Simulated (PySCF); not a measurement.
Compound: H9O3Si4 (doublet state).
Cartesian coordinates in Å at the GFN2-xTB level; atoms count from 1:
```
atom  x, y, z in Å
Si1   -0.4108    2.4417   -0.2585
O2    -0.1679    1.1291   -1.1890
Si3    0.0688   -0.4619   -1.0804
O4     1.4470   -0.7653   -0.3013
Si5    2.4920   -0.3370    0.8589
O6    -1.1422   -1.1504   -0.2683
Si7   -2.2263   -1.0305    0.9281
H8     0.7266    2.6232    0.6400
H9    -1.6999    2.3164    0.4160
H10    0.1318   -1.0107   -2.4092
H11    1.7722    0.0028    2.0903
H12    3.2463    0.8210    0.3744
H13    3.3185   -1.5309    1.0114
H14   -2.6577   -2.4118    1.1188
H15   -3.3088   -0.1588    0.4653
H16   -1.5970   -0.4680    2.1269
```

The hyperfine couplings belong to this conformer and change with its torsions.

As a line formula: `[SiH2]O[SiH](O[SiH3])O[SiH3]` [radical].

Level of theory: PySCF 2.14.0, UKS B3LYP, pcH-1 on H O Si, non-relativistic, mean-field spin-orbit, GIAO. Isolated species at its GFN2-xTB geometry (one conformer only). A GFN2-xTB geometry isn't a minimum of the functional, and hyperfine couplings can be far from their values at a DFT geometry, by a factor of two or more for some ions and for spin on atoms past the first row. Stability of the SCF solution: not tested.

The isotropic 29Si couplings, averaged over equivalent nuclei, are -617.4, -29.9, -1.7 MHz. Assign them to Si1; Si3; Si5/Si7.

```tsv
site	a_iso (MHz)	ρ(0) (bohr⁻³)	position	distance from Si1 (Å)	spin population	largest |T| (MHz)
Si1	-617.4	+0.6959	largest spin population	0.00	+0.91	162.0
Si3	-29.9	+0.0336	2 bonds from Si1	3.06	0.00	4.6
Si5/Si7	-1.7	+0.0019	4 bonds from Si1	4.13	0.00	0.2
```

Match the computed a_iso(1H) values +84.0, +1.8, -0.2 MHz (means over equivalent nuclei) with the sites H8/H9; H10; H11 (×6).

| site | a_iso (MHz) | ρ(0) (bohr⁻³) | position | distance from Si1 (Å) | bound to | spin population there | largest \|T\| (MHz) |
| --- | --- | --- | --- | --- | --- | --- | --- |
| H8/H9 | +84.0 | +0.0188 | 1 bond from Si1 | 1.46 | Si1 | +0.91 | 9.1 |
| H10 | -0.2 | -0.0001 | 3 bonds from Si1 | 4.10 | Si3 | 0.00 | 2.1 |
| H11 (×6) | +1.8 | +0.0004 | 5 bonds from Si1 | 4.52 | Si5/Si7 | 0.00 | 1.5 |

ρ(0) is the spin density at the nucleus and T the dipolar tensor; a_iso includes a spin–orbit part; entries for several nuclei are means. The largest Mulliken spin population is on Si1 (+0.91). The angles at Si1 add up to 333.1°, so it is pyramidal.

Class means assume fast exchange of nuclei equivalent by connectivity; if that motion is slow, each nucleus keeps its own coupling.

The run took 1.7 min of wall time on one thread, Arm Neoverse V2 (shared host).
